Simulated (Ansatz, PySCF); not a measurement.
H8N2OSi2, SMILES N[SiH2]O[SiH2]N. Atoms are numbered in the order given.

```xyz
13

Si    -1.2720     0.9406    -0.2425
N     -2.0727    -0.5735    -0.4557
O      0.3866     0.8850    -0.4112
Si     1.5866    -0.2298    -0.0963
N      1.2868    -1.2515     1.2622
H     -1.5980     1.4032     1.1339
H     -1.7672     1.8810    -1.2787
H     -2.1683    -1.0076    -1.3680
H     -2.1148    -1.2597     0.2901
H      1.7308    -1.1248    -1.2765
H      2.8227     0.5486     0.1675
H      0.6865    -2.0659     1.1907
H      1.3393    -0.9086     2.2159
```

The structure is a stationary point at B3LYP-D3(BJ)/def2-SVP. One conformer was computed; it need not be the lowest.

Two levels are set side by side: PBE-D3(BJ)/def2-SVP (Ansatz, an electronic-structure program) and B3LYP-D3(BJ)/def2-SVP (Ansatz). Each level has its own optimised geometry; the coordinates shown are those of the second. Frequencies come from the Hessian of PySCF at each geometry. Differences are taken from unrounded values.

| quantity | B3LYP-D3(BJ) | PBE-D3(BJ) | PBE-D3(BJ) minus B3LYP-D3(BJ) |
|---|---|---|---|
| mean bond length (Å) | 1.399 | 1.411 | 0.011 |
| bond Si1–N2 (Å) | 1.726 | 1.736 | 0.010 |
| bond Si1–O3 (Å) | 1.668 | 1.684 | 0.016 |
| bond O3–Si4 (Å) | 1.668 | 1.684 | 0.016 |
| bond Si4–N5 (Å) | 1.726 | 1.736 | 0.010 |
| bond Si1–H6 (Å) | 1.488 | 1.502 | 0.014 |
| bond Si1–H7 (Å) | 1.484 | 1.497 | 0.013 |
| bond N2–H8 (Å) | 1.015 | 1.022 | 0.008 |
| bond N2–H9 (Å) | 1.014 | 1.022 | 0.007 |
| bond Si4–H10 (Å) | 1.488 | 1.502 | 0.014 |
| bond Si4–H11 (Å) | 1.484 | 1.497 | 0.013 |
| bond N5–H12 (Å) | 1.014 | 1.022 | 0.007 |
| bond N5–H13 (Å) | 1.015 | 1.022 | 0.008 |
| highest harmonic wavenumber (cm⁻¹) | 3674 | 3599 | -75 |
| mean harmonic wavenumber (cm⁻¹) | 1215 | 1184 | -31 |
| zero-point energy (kcal/mol) | 57.32 | 55.86 | -1.46 |

Exact exchange shortens and stiffens bonds; PBE has none. Differences between two approximate levels are no errors against the true value.
